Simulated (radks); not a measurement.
Values are calculated unless marked as measured or tabulated.
Species: Cr4+. Configuration: [Ar] 3d2. Code: a radial shooting solver on a logarithmic mesh with Libxc functionals. Model: Dirac Kohn-Sham, LDA (Slater exchange, Perdew-Wang correlation), spin-unpolarised, spherical densities, point nucleus; open shells are shared between the two j in proportion to 2j + 1. Some entries of the table are withheld. Estimate them.

orbital,occ.,eigenvalue (hartree),<1/r> (bohr^-1),<r^2> (bohr^2)
1s1/2,2,-217.8120,23.84,0.005452
2s1/2,2,(1),5.055,0.1020
2p1/2,2,(2),5.001,0.08224
2p3/2,4,(3),4.926,0.08393
3s1/2,2,-4.86402,(4),0.8837
3p1/2,2,-3.82802,1.508,0.9734
3p3/2,4,-3.78644,1.491,0.9891
3d3/2,0.8,-2.14435,1.243,1.266
3d5/2,1.2,-2.13964,1.239,1.271
4s1/2,0,-1.48846,0.6149,5.459
4p1/2,0,-1.22012,0.5551,(5)
4p3/2,0,-1.21288,0.5515,(6)

Answer. 
(1) 2s1/2 eigenvalue (hartree): -26.77023
(2) 2p1/2 eigenvalue (hartree): -23.11121
(3) 2p3/2 eigenvalue (hartree): -22.79459
(4) 3s1/2 <1/r> (bohr^-1): 1.616
(5) 4p1/2 <r^2> (bohr^2): 6.687
(6) 4p3/2 <r^2> (bohr^2): 6.761
